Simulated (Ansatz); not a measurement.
Molecular dynamics of Mg₁₂O

The input (input.yaml):

```yaml
crystal:
  lattice:
    - [6.42, 0.0, 0.0]
    - [3.21, 5.559883, 0.0]
    - [0.0, 0.0, 16.21304]
  atoms:
    - { symbol: Mg, position: [0.0, 0.0, 0.0616787] }
    - { symbol: Mg, position: [0.5, 0.0, 0.0616787] }
    - { symbol: Mg, position: [0.0, 0.5, 0.0616787] }
    - { symbol: Mg, position: [0.5, 0.5, 0.0616787] }
    - { symbol: Mg, position: [-0.1742705, 0.37121446, 0.22008907] }
    - { symbol: Mg, position: [0.28876357, 0.34946032, 0.22195299] }
    - { symbol: Mg, position: [-0.226528, 0.94373537, 0.22622641] }
    - { symbol: Mg, position: [0.30388042, 0.82245489, 0.22571129] }
    - { symbol: Mg, position: [0.02478408, -0.05884863, 0.38961123] }
    - { symbol: Mg, position: [0.49174842, -0.0350273, 0.39999] }
    - { symbol: Mg, position: [-0.01861762, 0.47003205, 0.39388468] }
    - { symbol: Mg, position: [0.47041929, 0.48227033, 0.3677627] }
    - { symbol: O, position: [0.15866128, 0.13070059, 0.43220647] }
basis:
  ecutwfc: 420.0
kpoints:
  mp_grid: { grid: [2, 2, 1] }
hamiltonian:
  xc: pbesol
scf:
  occupations: { method: fermi_dirac, width: 0.15 }
  lower_state_search: "off"
md:
  timestep: 1.5
  n_steps: 220
  ensemble: nvt_langevin
  temperature: 750.0
  initial_velocities: maxwell_boltzmann
  seed: 888462
  friction: 0.05
  constraints: [{ sites: [0, 1, 2, 3] }]
```

Launched with:

```bash
$ ansatz run input.yaml --threads 1 --pin off --max-ram 3072MiB --backend cpu --events-out ev --progress --plain --runs-dir out
```

It goes on from the last frame of an earlier run, with new velocities.

Output, in part (step lines):

```
md step     0: t =     0.00 fs  T =   750.0 K  F+E_penalty+E_count = -23504.46532685 eV  E_kin = 0.872505 eV  (8 SCF iters)
md step     1: t =     1.50 fs  T =   583.3 K  F+E_penalty+E_count = -23504.46514165 eV  E_kin = 0.678549 eV  (6 SCF iters)
md step     2: t =     3.00 fs  T =   700.5 K  F+E_penalty+E_count = -23504.46424929 eV  E_kin = 0.814926 eV  (6 SCF iters)
md step     3: t =     4.50 fs  T =   627.0 K  F+E_penalty+E_count = -23504.46398252 eV  E_kin = 0.729427 eV  (6 SCF iters)
md step     4: t =     6.00 fs  T =   600.4 K  F+E_penalty+E_count = -23504.46911155 eV  E_kin = 0.698417 eV  (6 SCF iters)
md step     5: t =     7.50 fs  T =   678.1 K  F+E_penalty+E_count = -23504.47675794 eV  E_kin = 0.788845 eV  (5 SCF iters)
md step     6: t =     9.00 fs  T =   618.5 K  F+E_penalty+E_count = -23504.48758550 eV  E_kin = 0.719506 eV  (5 SCF iters)
md step     7: t =    10.50 fs  T =   463.7 K  F+E_penalty+E_count = -23504.49884116 eV  E_kin = 0.539413 eV  (4 SCF iters)
[... lines left out ...]
md step   219: t =   328.50 fs  T =   771.7 K  F+E_penalty+E_count = -23503.95370568 eV  E_kin = 0.897752 eV  (5 SCF iters)
md step   220: t =   330.00 fs  T =   812.6 K  F+E_penalty+E_count = -23503.98039780 eV  E_kin = 0.945384 eV  (7 SCF iters)
```

The steps, from the saved trajectory:

```json
{"time (fs)": "0.0", "T (K)": "750", "potential energy less start (eV)": "0.000"}
{"time (fs)": "10.5", "T (K)": "464", "potential energy less start (eV)": "-0.034"}
{"time (fs)": "21.0", "T (K)": "551", "potential energy less start (eV)": "-0.148"}
{"time (fs)": "31.5", "T (K)": "1062", "potential energy less start (eV)": "-0.168"}
{"time (fs)": "42.0", "T (K)": "672", "potential energy less start (eV)": "-0.117"}
{"time (fs)": "52.5", "T (K)": "737", "potential energy less start (eV)": "-0.177"}
{"time (fs)": "63.0", "T (K)": "888", "potential energy less start (eV)": "0.016"}
{"time (fs)": "73.5", "T (K)": "500", "potential energy less start (eV)": "0.180"}
{"time (fs)": "84.0", "T (K)": "936", "potential energy less start (eV)": "0.131"}
{"time (fs)": "94.5", "T (K)": "836", "potential energy less start (eV)": "0.149"}
{"time (fs)": "105.0", "T (K)": "802", "potential energy less start (eV)": "0.181"}
{"time (fs)": "115.5", "T (K)": "962", "potential energy less start (eV)": "0.173"}
{"time (fs)": "126.0", "T (K)": "703", "potential energy less start (eV)": "0.162"}
{"time (fs)": "136.5", "T (K)": "386", "potential energy less start (eV)": "0.079"}
{"time (fs)": "147.0", "T (K)": "579", "potential energy less start (eV)": "0.078"}
{"time (fs)": "157.5", "T (K)": "649", "potential energy less start (eV)": "0.125"}
{"time (fs)": "168.0", "T (K)": "586", "potential energy less start (eV)": "0.157"}
{"time (fs)": "178.5", "T (K)": "816", "potential energy less start (eV)": "0.137"}
{"time (fs)": "189.0", "T (K)": "706", "potential energy less start (eV)": "0.058"}
{"time (fs)": "199.5", "T (K)": "597", "potential energy less start (eV)": "0.189"}
{"time (fs)": "210.0", "T (K)": "945", "potential energy less start (eV)": "0.358"}
{"time (fs)": "220.5", "T (K)": "1081", "potential energy less start (eV)": "0.262"}
{"time (fs)": "231.0", "T (K)": "1178", "potential energy less start (eV)": "0.272"}
{"time (fs)": "241.5", "T (K)": "779", "potential energy less start (eV)": "0.465"}
{"time (fs)": "252.0", "T (K)": "575", "potential energy less start (eV)": "0.348"}
{"time (fs)": "262.5", "T (K)": "628", "potential energy less start (eV)": "0.445"}
{"time (fs)": "273.0", "T (K)": "732", "potential energy less start (eV)": "0.623"}
{"time (fs)": "283.5", "T (K)": "657", "potential energy less start (eV)": "0.635"}
{"time (fs)": "294.0", "T (K)": "751", "potential energy less start (eV)": "0.683"}
{"time (fs)": "304.5", "T (K)": "1042", "potential energy less start (eV)": "0.628"}
{"time (fs)": "315.0", "T (K)": "623", "potential energy less start (eV)": "0.502"}
{"time (fs)": "325.5", "T (K)": "815", "potential energy less start (eV)": "0.576"}
```

The run went to its last step. A run of 0.33 ps of so small a system gives no equilibrium averages. Limits of this set-up: coarse k mesh, thin slab, slab without dipole correction.

Mean squared displacements from the first frame to the last: Mg 0.25 Å², O 0.61 Å².

Last frame:

```xyz
13
Lattice="6.4200 0.0000 0.0000 3.2100 5.5599 0.0000 0.0000 0.0000 16.2130" Properties=species:S:1:pos:R:3
Mg 0.000 0.000 1.000
Mg 3.210 0.000 1.000
Mg 1.605 2.780 1.000
Mg 4.815 2.780 1.000
Mg 0.298 1.976 3.635
Mg 3.364 2.094 3.560
Mg 1.336 4.922 4.037
Mg 4.774 4.763 3.301
Mg -0.116 0.249 6.712
Mg 2.957 0.634 7.063
Mg 1.716 3.144 6.697
Mg 4.678 3.193 6.073
O 1.190 1.371 7.377
```

The run took 20 min on 1 thread of Arm Neoverse V2, with other jobs on the host, peak memory 0.8 GiB.
